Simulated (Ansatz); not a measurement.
Cost and result up the ladder for Cu(AsH3)(SH) (CuAsH4S) (7 atoms). Charge 0, multiplicity 1. Geometry: B3LYP-D4/def2-SVP.

```
atom    x (Å)    y (Å)    z (Å)
 Cu1  -0.8114  -0.2441   0.5831
 As2   1.0688   0.5777  -0.4840
  H3   2.2422  -0.3363  -0.7812
  H4   1.8655   1.6869   0.1737
  H5   0.9817   1.2084  -1.8608
  S6  -2.5401  -0.9755   1.6547
  H7  -2.8068  -1.9171   0.7144
```

Ansatz on 4 threads of Arm Neoverse V2 on a shared host. Times are rough, and most runs start from the orbitals of an earlier one. ωB97X-V/def2-TZVP serves as the yardstick here, not as an exact answer. Differences are given only for rows in sets of like size (and for xTB, whose basis is part of the method), since another set adds its own error. Binding counts from free atoms at the same level (Cu doublet, As quartet, H doublet, S triplet; other spins of the atoms weren't run), without zero-point energy or a counterpoise term.

The 6-31G sets use Cartesian d functions. HSE06 is defined as in plane-wave codes, on full-range PBE exchange. Correlated methods freeze 23 core orbitals; core or outer-core shells of As are correlated, in sets that lack core-valence functions.

Correlated methods converge slowly with the basis.

```json
{"level": "HF/6-31G", "functions": "79", "wall time": "0.5 s", "binding energy per atom (eV)": "1.50", "difference from ωB97X-V/def2-TZVP (eV)": "–"}
{"level": "PBE-D4/def2-SVP", "functions": "101", "wall time": "0.8 s", "binding energy per atom (eV)": "2.58", "difference from ωB97X-V/def2-TZVP (eV)": "–"}
{"level": "PBE-D4/def2-TZVP", "functions": "154", "wall time": "1.2 s", "binding energy per atom (eV)": "2.53", "difference from ωB97X-V/def2-TZVP (eV)": "-0.02"}
{"level": "PBE0-D4/def2-SVP", "functions": "101", "wall time": "1.4 s", "binding energy per atom (eV)": "2.49", "difference from ωB97X-V/def2-TZVP (eV)": "–"}
{"level": "HSE06-D4/def2-TZVP", "functions": "154", "wall time": "1.9 s", "binding energy per atom (eV)": "2.46", "difference from ωB97X-V/def2-TZVP (eV)": "-0.08"}
{"level": "PBE-D4/def2-TZVPD", "functions": "184", "wall time": "2.3 s", "binding energy per atom (eV)": "2.54", "difference from ωB97X-V/def2-TZVP (eV)": "0.00"}
{"level": "BHLYP-D4/def2-TZVP", "functions": "154", "wall time": "2.4 s", "binding energy per atom (eV)": "2.41", "difference from ωB97X-V/def2-TZVP (eV)": "-0.14"}
{"level": "MP2/def2-TZVP", "functions": "154", "wall time": "3 s", "binding energy per atom (eV)": "2.36", "difference from ωB97X-V/def2-TZVP (eV)": "-0.19"}
{"level": "r2SCAN-D4/def2-TZVP (with forces)", "functions": "154", "wall time": "3.5 s", "binding energy per atom (eV)": "2.54", "difference from ωB97X-V/def2-TZVP (eV)": "-0.01"}
{"level": "PBE0-D4/def2-TZVPD", "functions": "184", "wall time": "4.2 s", "binding energy per atom (eV)": "2.47", "difference from ωB97X-V/def2-TZVP (eV)": "-0.07"}
{"level": "r2SCAN0-D4/def2-TZVP", "functions": "154", "wall time": "4.8 s", "binding energy per atom (eV)": "2.47", "difference from ωB97X-V/def2-TZVP (eV)": "-0.08"}
{"level": "r2SCAN-D4/def2-TZVPD", "functions": "184", "wall time": "5.5 s", "binding energy per atom (eV)": "2.55", "difference from ωB97X-V/def2-TZVP (eV)": "0.00"}
{"level": "ωB97X-V/def2-TZVP", "functions": "154", "wall time": "6 s", "binding energy per atom (eV)": "2.55", "difference from ωB97X-V/def2-TZVP (eV)": "0.00"}
{"level": "CCSD(T)/def2-TZVPP", "functions": "210", "wall time": "96 s", "binding energy per atom (eV)": "2.45", "difference from ωB97X-V/def2-TZVP (eV)": "-0.10"}
```
